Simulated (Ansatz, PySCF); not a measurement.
This Ansatz (a quantum-chemistry and plane-wave program) input computes a BLYP/def2-TZVPD energy:

Ansatz 0.2 input:
```yaml
crystal:
  periodic: [false, false, false]
  atoms:
    - {symbol: Te, position_ang: [0.00000000, 0.00000000, 0.00000000]}
    - {symbol: Cl, position_ang: [0.00000000, 0.00000000, 2.60950906]}
    - {symbol: Cl, position_ang: [-0.00000000, -0.00000000, -2.60950906]}
basis:
  gaussian:
    orbitals: def2-TZVPD
hamiltonian:
  xc: {name: BLYP}
total_charge: -1
magnetization: {spin_polarized: true, initial_magnetization: 1}
output: {forces: true}
```

Task: Write an input for the same energy in PySCF and say what it gives.

Result: 
```python
from pyscf import gto, scf, dft

mol = gto.M(
    atom='''
    Te    0.00000000    0.00000000    0.00000000
    Cl    0.00000000    0.00000000    2.60950906
    Cl   -0.00000000   -0.00000000   -2.60950906
    ''',
    basis='def2-tzvpd',
    ecp='def2-tzvp',
    charge=-1,
    spin=1,
    symmetry='D2h',
    verbose=4,
)

mf = dft.UKS(mol, xc='blyp').density_fit(auxbasis='def2-universal-jkfit')
mf.grids.level = 3
mf.conv_tol = 1e-9
mf.max_cycle = 100
mf.max_memory = 1500
mf.kernel()
if not mf.converged:
    mf = mf.newton()
    mf.kernel(mf.make_rdm1())
mf.analyze()
```
It gives -1188.53580 Eh, and Ansatz -1188.53575 Eh, a difference of 0.05 mEh, from the treatment of integrals and grids.
